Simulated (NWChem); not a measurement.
System: PGMEA (C$_{6}$H$_{12}$O$_{3}$); SMILES C(OC(C)=O)(C)COC

Input file for NWChem:

```
start job
memory heap 200 mb stack 900 mb global 1100 mb
geometry units angstroms noautosym nocenter noautoz
  C      1.076018    -3.330715    -0.318209
  O      0.200673    -2.377129     0.243887
  C      0.285066    -1.115339    -0.385734
  C     -0.668388    -0.164438     0.340025
  C     -2.122482    -0.602039     0.272643
  O     -0.583547     1.133525    -0.306301
  C      0.371988     1.989675     0.131612
  C      0.291654     3.300278    -0.618064
  O      1.170819     1.730519     1.004872
  H      2.128078    -3.013885    -0.237888
  H      0.849740    -3.514833    -1.381065
  H      0.941138    -4.260837     0.240024
  H      0.001211    -1.184768    -1.450386
  H      1.310329    -0.717913    -0.330469
  H     -0.334101    -0.056881     1.374971
  H     -2.761842     0.090628     0.829115
  H     -2.469010    -0.634311    -0.766623
  H     -2.221859    -1.601856     0.703683
  H      0.412087     3.128262    -1.692805
  H      1.072203     3.972210    -0.259614
  H     -0.691758     3.758801    -0.470228
end
basis spherical
  * library def2-svp
end
dft
  xc pbe0
  iterations 150
  semidirect filesize 400000000
end
cosmo
  do_cosmo_smd true
  solvent methanol
end
task dft energy
```

Excerpt of the output:

```
             Northwest Computational Chemistry Package (NWChem) 7.3.0
             --------------------------------------------------------

                             Geometry "geometry" -> ""
                             -------------------------

 Output coordinates in angstroms (scale by  1.889725989 to convert to a.u.)

  No.       Tag          Charge          X              Y              Z
 ---- ---------------- ---------- -------------- -------------- --------------
    1 C                    6.0000     1.07601800    -3.33071500    -0.31820900
    2 O                    8.0000     0.20067300    -2.37712900     0.24388700
    3 C                    6.0000     0.28506600    -1.11533900    -0.38573400
    4 C                    6.0000    -0.66838800    -0.16443800     0.34002500
    5 C                    6.0000    -2.12248200    -0.60203900     0.27264300
    6 O                    8.0000    -0.58354700     1.13352500    -0.30630100
    7 C                    6.0000     0.37198800     1.98967500     0.13161200
    8 C                    6.0000     0.29165400     3.30027800    -0.61806400
    9 O                    8.0000     1.17081900     1.73051900     1.00487200
   10 H                    1.0000     2.12807800    -3.01388500    -0.23788800
   11 H                    1.0000     0.84974000    -3.51483300    -1.38106500
   12 H                    1.0000     0.94113800    -4.26083700     0.24002400
   13 H                    1.0000     0.00121100    -1.18476800    -1.45038600
   14 H                    1.0000     1.31032900    -0.71791300    -0.33046900
   15 H                    1.0000    -0.33410100    -0.05688100     1.37497100
   16 H                    1.0000    -2.76184200     0.09062800     0.82911500
   17 H                    1.0000    -2.46901000    -0.63431100    -0.76662300
   18 H                    1.0000    -2.22185900    -1.60185600     0.70368300
   19 H                    1.0000     0.41208700     3.12826200    -1.69280500
   20 H                    1.0000     1.07220300     3.97221000    -0.25961400
   21 H                    1.0000    -0.69175800     3.75880100    -0.47022800

 Effective nuclear repulsion energy (a.u.)     478.8911911471

                                 NWChem DFT Module
                                 -----------------

 Summary of "ao basis" -> "ao basis" (spherical)
 ------------------------------------------------------------------------------
       Tag                 Description            Shells   Functions and Types
 ---------------- ------------------------------  ------  ---------------------
 C                          def2-svp                 6       14   3s2p1d
 O                          def2-svp                 6       14   3s2p1d
 H                          def2-svp                 3        5   2s1p

 in cosmo_initialize ...
 calling solv_data for solv:methanol

 solvent parameters
 solvname_short: methanol
 solvname_long:  methanol
 dielec:       32.6130
 dielecinf:     1.7657
 nonaqueous SMD model solvent descriptors
 dielec:       32.6130
 sola:          0.4300
 solb:          0.4700
 solc:          0.0000
 solg:         31.7700
 solh:          0.0000
 soln:          1.3288

          ---------------
          -cosmo- solvent
          ---------------
 Cosmo: York-Karplus, doi: 10.1021/jp992097l
 dielectric constant -eps-     =  32.61
 screen = (eps-1)/(eps    )    =   0.96934
 surface charge correction     = lagrangian

   van der Waals surface
 --------------------------

[...]

                                COSMO-SMD solvation results
                                ---------------------------

             internal energy in gas <Psi(g)|H|Psi(g)> =      -460.674690958380
         internal energy in solvent <Psi(s)|H|Psi(s)> =      -460.671982525602
                               delta internal energy  =         0.002708432778 (    1.70 kcal/mol)
   total free energy in solvent <Psi(s)|H+V/2|Psi(s)> =      -460.690586225596
 polarization energy contribution <Psi(s)|V/2|Psi(s)> =        -0.018603699995 (  -11.67 kcal/mol)
    total free energy in solvent including G(SMD-CDS) =      -460.686074666556
                       G(SMD-CDS) energy contribution =         0.004511559041 (    2.83 kcal/mol)
     1 M fixed-concentration free energy of solvation =        -0.011383708175 (   -7.14 kcal/mol)

                       DFT Final Molecular Orbital Analysis
                       ------------------------------------

 Vector   34  Occ=2.000000D+00  E=-3.229091D-01
              MO Center= -9.7D-02,  3.9D-01,  1.5D-01, r^2= 3.7D+00
   Bfn.  Coefficient  Atom+Function         Bfn.  Coefficient  Atom+Function
  ----- ------------  ---------------      ----- ------------  ---------------
    76      0.290510   6 O  pz               79      0.224284   6 O  pz
   116      0.213510   9 O  px               74     -0.200680   6 O  px
   118     -0.195151   9 O  pz               32     -0.175915   3 C  px
    75      0.171186   6 O  py              119      0.167597   9 O  px
    46      0.159950   4 C  px               77     -0.156831   6 O  px

 Vector   35  Occ=2.000000D+00  E=-3.062966D-01
              MO Center=  6.8D-01,  1.6D+00,  5.7D-01, r^2= 2.7D+00
   Bfn.  Coefficient  Atom+Function         Bfn.  Coefficient  Atom+Function
  ----- ------------  ---------------      ----- ------------  ---------------
   117      0.517182   9 O  py              120      0.378333   9 O  py
    74      0.229874   6 O  px               77      0.185029   6 O  px
   116      0.166067   9 O  px              103      0.148739   8 C  py
   101     -0.137072   8 C  s               119      0.127287   9 O  px
   104     -0.126483   8 C  pz               73      0.117071   6 O  s

 Vector   36  Occ=2.000000D+00  E=-2.800388D-01
              MO Center=  4.6D-01, -2.2D+00, -1.1D-01, r^2= 2.1D+00
   Bfn.  Coefficient  Atom+Function         Bfn.  Coefficient  Atom+Function
  ----- ------------  ---------------      ----- ------------  ---------------
    18      0.392549   2 O  px               20      0.346304   2 O  pz
    21      0.307100   2 O  px               23      0.271819   2 O  pz
   142      0.185838  13 H  s               147     -0.182783  14 H  s
   132      0.176825  11 H  s               127     -0.175596  10 H  s
    19      0.150129   2 O  py              143      0.139077  13 H  s

 Vector   37  Occ=0.000000D+00  E= 4.429958D-03
              MO Center=  4.1D-01,  2.0D+00,  1.5D-01, r^2= 2.2D+00
   Bfn.  Coefficient  Atom+Function         Bfn.  Coefficient  Atom+Function
  ----- ------------  ---------------      ----- ------------  ---------------
    90     -0.396220   7 C  pz               88      0.365326   7 C  px
    93     -0.355410   7 C  pz               91      0.337177   7 C  px
   173     -0.329082  19 H  s                31      0.322281   3 C  s
   183      0.316339  21 H  s               121      0.282299   9 O  pz
   119     -0.256512   9 O  px              118      0.253877   9 O  pz

 Vector   38  Occ=0.000000D+00  E= 7.279354D-02
              MO Center=  2.8D-01, -1.6D+00, -4.5D-01, r^2= 8.2D+00
   Bfn.  Coefficient  Atom+Function         Bfn.  Coefficient  Atom+Function
  ----- ------------  ---------------      ----- ------------  ---------------
     3      1.055484   1 C  s                59      1.017933   5 C  s
    31      0.980719   3 C  s               148     -0.754145  14 H  s
   143     -0.726913  13 H  s               128     -0.663465  10 H  s
   133     -0.638667  11 H  s               158     -0.558765  16 H  s
   101      0.486333   8 C  s               163     -0.458636  17 H  s

 Vector   39  Occ=0.000000D+00  E= 8.411547D-02
              MO Center= -5.4D-02,  1.8D+00, -3.8D-01, r^2= 1.0D+01
   Bfn.  Coefficient  Atom+Function         Bfn.  Coefficient  Atom+Function
  ----- ------------  ---------------      ----- ------------  ---------------
   101      2.311658   8 C  s                87     -1.002217   7 C  s
   183     -0.964338  21 H  s               173     -0.908677  19 H  s
   178     -0.826426  20 H  s                59      0.733005   5 C  s
     3     -0.535790   1 C  s                45      0.475792   4 C  s
   153     -0.466475  15 H  s                73      0.457602   6 O  s

------------------------------------------------------------
EAF file 0: "./job.aoints.0" size=553648128 bytes
------------------------------------------------------------
               write      read    awrite     aread      wait
               -----      ----    ------     -----      ----
     calls:     1056        16         0     16880     16880
   data(b): 5.54e+08  8.39e+06  0.00e+00  8.85e+09
   time(s): 0.00e+00  0.00e+00  0.00e+00  0.00e+00  0.00e+00
rate(mb/s): 0.00e+00  0.00e+00
------------------------------------------------------------

     Multipole analysis of the density
     ---------------------------------

     L   x y z        total         alpha         beta         nuclear
     -   - - -        -----         -----         ----         -------
     0   0 0 0      0.000000    -36.000000    -36.000000     72.000000

     1   1 0 0     -0.312783     -0.102451     -0.102451     -0.107881
     1   0 1 0     -0.028472     -0.320815     -0.320815      0.613158
     1   0 0 1     -1.146218     -1.170278     -1.170278      1.194339

[...]
```

Level: PBE0/def2-SVP, SMD on the gas-phase geometry. The geometry was optimised at B3LYP/6-31G* (spherical d). No frequency run checked for a minimum. Solvent: methanol.
